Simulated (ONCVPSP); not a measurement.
Ne (Z = 10), ONCV: configuration errors across variants

* Element: neon
* Generator: ONCVPSP 4.0.1
* Type: optimised norm-conserving Vanderbilt (ONCV)
* Functional: PBE
* Relativity: scalar-relativistic
* Frozen core: [He]
* Valence charge: 8
* Reference configuration: 2s2 2p5 (charge +1)
* Partial waves: 2s: rc 0.75 bohr, ncon 3, nbas 6, qcut 9.4 1/bohr, 2 projectors, debl 3.8 Ha; 2p: rc 1.15 bohr, ncon 4, nbas 8, qcut 15 1/bohr, 3 projectors, debl 1.8 Ha; d scattering state at 0.15 Ha: rc 1.00 bohr, ncon 5, nbas 10, qcut 10.7 1/bohr, 2 projectors, debl 3.8 Ha
* Local potential: polynomial inside 0.60 bohr (lpopt 5, dvloc0 0 Ha)
* Core correction: Teter function, parameters optimised by the program

All-electron excitation energies from the reference (eV): (1) 2s2 2p6 -22.475; (2) 2s2 2p4 43.268; (3) 2s2 2p3 110.698; (4) 2s2 2p5.5 -13.607.

Errors AE − PS in meV (a dash: test not solved or not reliable):

| change | (1) | (2) | (3) | (4) | bound ghosts | GHOST(+) flags above zero |
| --- | --- | --- | --- | --- | --- | --- |
| base | +14 | +35 | +231 | +5.4 | none | none |
| all radii but the core radius scaled by about 0.86 (s 0.64, p 0.98, d 0.86 bohr); local potential polynomial inside 0.52 bohr (lpopt 5, dvloc0 0 Ha) | +9.8 | +17 | +127 | +4.1 | none | none |
| core correction Teter function, fcfact 5.5, rcfact 1.05 | +15 | +37 | +250 | +5.6 | none | none |
| s: qcut 5.9; p: qcut 9.5; d: qcut 6.8 | +35 | +95 | +588 | +12 | none | p |
| s: nproj 0; local potential the s channel | +16 | +38 | +256 | +6.3 | none | none |
| d: rc 0.75, qcut 14.3 | +14 | +35 | +231 | +5.4 | none | none |
| local potential polynomial inside 0.60 bohr (lpopt 5, dvloc0 2.5 Ha) | +14 | +35 | +231 | +5.3 | none | none |
| d: debl 3.05 | +14 | +35 | +231 | +5.4 | none | none |
| d: qcut 11.1 | +14 | +35 | +231 | +5.4 | none | none |

(1) Give the same row for: p: rc 1.6.

Answers

(1) +24, +66, +416, +8.8; bound ghosts: none; GHOST(+) flags above zero: none.
